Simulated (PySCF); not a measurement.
HOS, SMILES [O]S, multiplicity 2.

Geometry optimised at r2SCAN-D4/def2-TZVPD.

Method: TDA-CAM-B3LYP/def2-TZVPD (PySCF).

Vertical excitations. Gas-phase values at a fixed geometry.

```json
[
 {"state": "root 1", "energy (eV)": "2.21", "λ (nm)": "560", "f": "0.000", "main pairs": "β HOMO→LUMO 97 %"},
 {"state": "root 2", "energy (eV)": "4.76", "λ (nm)": "261", "f": "0.000", "main pairs": "α HOMO→LUMO 79 %"},
 {"state": "root 3", "energy (eV)": "5.27", "λ (nm)": "235", "f": "0.047", "main pairs": "β HOMO−1→LUMO 86 %"},
 {"state": "root 4", "energy (eV)": "5.48", "λ (nm)": "226", "f": "0.002", "main pairs": "α HOMO→LUMO+1 18 %, β HOMO−2→LUMO 73 %"},
 {"state": "root 5", "energy (eV)": "5.68", "λ (nm)": "218", "f": "0.001", "main pairs": "α HOMO−1→LUMO 29 %, β HOMO→LUMO+1 42 %, β HOMO→LUMO+2 9 %"},
 {"state": "root 6", "energy (eV)": "5.77", "λ (nm)": "215", "f": "0.002", "main pairs": "α HOMO→LUMO+1 61 %, β HOMO−2→LUMO 24 %"},
 {"state": "root 7", "energy (eV)": "6.46", "λ (nm)": "192", "f": "0.019", "main pairs": "α HOMO−1→LUMO 54 %, β HOMO→LUMO+1 26 %, β HOMO→LUMO+2 5 %"},
 {"state": "root 8", "energy (eV)": "6.56", "λ (nm)": "189", "f": "0.001", "main pairs": "α HOMO−1→LUMO+1 25 %, α HOMO−1→LUMO+5 6 %, β HOMO→LUMO+2 35 %, β HOMO→LUMO+6 12 %, β HOMO→LUMO+1 12 %"},
 {"state": "root 9", "energy (eV)": "7.27", "λ (nm)": "171", "f": "0.038", "main pairs": "α HOMO→LUMO+4 47 %, α HOMO→LUMO+5 20 %, α HOMO→LUMO+2 12 %, α HOMO→LUMO+1 8 %"},
 {"state": "root 10", "energy (eV)": "7.33", "λ (nm)": "169", "f": "0.008", "main pairs": "α HOMO→LUMO+2 7 %, β HOMO−3→LUMO 88 %"}
]
```
Unrestricted roots are not spin-pure.
